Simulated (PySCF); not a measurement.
Compound: CH6N2O2Si2.
Atom-mapped SMILES: `[O:1]=[C:2]([OH:3])[SiH:4]1[NH:5][SiH2:6][NH:7]1` (hydrogens: H8 on O3; H9 on Si4; H10 on N5; H11, H12 on Si6; H13 on N7)

The same species was optimised twice, with GFN2-xTB and with PBE0-D3(BJ)/def2-SVP (PySCF), and the same property calculations (PySCF, gas phase) were run on both structures.

```tsv
coordinate	GFN2-xTB	PBE0-D3(BJ)/def2-SVP	change
C2–Si4 (Å)	1.911	1.932	+0.021
C2–O3 (Å)	1.334	1.343	+0.009
N5–Si6 (Å)	1.743	1.750	+0.007
Si6–N7 (Å)	1.744	1.750	+0.006
Si4–N7 (Å)	1.735	1.738	+0.003
Si4–N5 (Å)	1.735	1.738	+0.003
O1=C2 (Å)	1.207	1.206	-0.001
N5–Si4–N7 (°)	83.4	86.9	+3.5
Si4–N7–Si6 (°)	96.7	93.4	-3.3
Si4–N5–Si6 (°)	96.7	93.4	-3.3
N5–Si6–N7 (°)	83.0	86.2	+3.2
O1–C2–Si4 (°)	124.8	124.1	-0.7
C2–Si4–N7 (°)	114.9	114.3	-0.6
O1–C2–O3 (°)	121.7	122.3	+0.6
O3–C2–Si4 (°)	113.5	113.7	+0.2
O1–C2–Si4–N5 (°)	133	136	+3
```

Rotational constants: A = 4334, B = 1098, C = 1045 MHz (GFN2-xTB) against A = 4105, B = 1123, C = 1067 MHz (PBE0-D3(BJ)/def2-SVP).

On the GFN2-xTB structure: isotropic polarisability (au) 79.5 [CAM-B3LYP/def2-SVPD]; HOMO (eV) -8.69 [CAM-B3LYP/def2-SVPD]; LUMO (eV) -0.22 [CAM-B3LYP/def2-SVPD]; dipole (D) 2.09 [CAM-B3LYP/def2-SVPD]; HOMO (eV) -7.15 [PBE0/pcSseg-1]; LUMO (eV) -1.14 [PBE0/pcSseg-1]; dipole (D) 2.00 [PBE0/pcSseg-1]; GIAO shielding of O1 (ppm) -173.2 [PBE0/pcSseg-1]; GIAO shielding of C2 (ppm) 2.0 [PBE0/pcSseg-1]; GIAO shielding of O3 (ppm) 103.6 [PBE0/pcSseg-1]; GIAO shielding of Si4 (ppm) 374.7 [PBE0/pcSseg-1]; GIAO shielding of N5/N7 (mean) (ppm) 247.5 [PBE0/pcSseg-1]; GIAO shielding of Si6 (ppm) 360.8 [PBE0/pcSseg-1].

Problem. What do these properties become on the PBE0-D3(BJ)/def2-SVP structure?

Solution. 
| property | level | on GFN2-xTB | on PBE0-D3(BJ)/def2-SVP | change |
| --- | --- | --- | --- | --- |
| isotropic polarisability (au) | CAM-B3LYP/def2-SVPD | 79.5 | 80.6 | +1.1 |
| HOMO (eV) | CAM-B3LYP/def2-SVPD | -8.69 | -8.75 | -0.06 |
| LUMO (eV) | CAM-B3LYP/def2-SVPD | -0.22 | -0.15 | +0.07 |
| dipole (D) | CAM-B3LYP/def2-SVPD | 2.09 | 1.90 | -0.19 |
| energy, GFN2-xTB geometry as zero (kcal/mol) | CAM-B3LYP/def2-SVPD | 0.0 | -3.2 | -3.2 |
| HOMO (eV) | PBE0/pcSseg-1 | -7.15 | -7.27 | -0.12 |
| LUMO (eV) | PBE0/pcSseg-1 | -1.14 | -1.07 | +0.07 |
| dipole (D) | PBE0/pcSseg-1 | 2.00 | 1.81 | -0.19 |
| energy, GFN2-xTB geometry as zero (kcal/mol) | PBE0/pcSseg-1 | 0.0 | -3.6 | -3.6 |
| GIAO shielding of O1 (ppm) | PBE0/pcSseg-1 | -173.2 | -168.1 | +5.1 |
| GIAO shielding of C2 (ppm) | PBE0/pcSseg-1 | 2.0 | -0.2 | -2.2 |
| GIAO shielding of O3 (ppm) | PBE0/pcSseg-1 | 103.6 | 100.1 | -3.5 |
| GIAO shielding of Si4 (ppm) | PBE0/pcSseg-1 | 374.7 | 374.6 | -0.1 |
| GIAO shielding of N5/N7 (mean) (ppm) | PBE0/pcSseg-1 | 247.5 | 248.0 | +0.5 |
| GIAO shielding of Si6 (ppm) | PBE0/pcSseg-1 | 360.8 | 363.0 | +2.2 |

The heavy atoms differ by 0.067 Å rms after alignment. Among bonds between heavy atoms C2–Si4 changes most (+0.021 Å). Changes are differences of the printed values. Neither structure is proved a minimum here.

The values belong to the conformer `[O:1]=[C:2]([OH:3])[SiH:4]1[NH:5][SiH2:6][NH:7]1`: O1–C2–Si4–N5 136°, H–O3–C2–O1 0°.
